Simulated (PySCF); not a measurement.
SnFBr, SMILES [F][Sn][Br] (connectivity only; charge and spin as stated), neutral, multiplicity 1.

Geometry: B3LYP-D3(BJ)/def2-TZVP. The def2 effective core potentials stand for the cores of Sn; spin–orbit coupling is left out.

Computed with B3LYP-D3(BJ)/def2-TZVP in PySCF.

Frequencies are harmonic and unscaled.

| mode | ν (cm⁻¹) | IR (km/mol) | moving atoms (share of kinetic energy) |
|---|---|---|---|
| 1 | 133 | 3.8 | F 74 %, Br 18 %, Sn 8 % |
| 2 | 238 | 46.8 | Br 55 %, Sn 43 % |
| 3 | 575 | 101.1 | F 86 %, Sn 14 % |
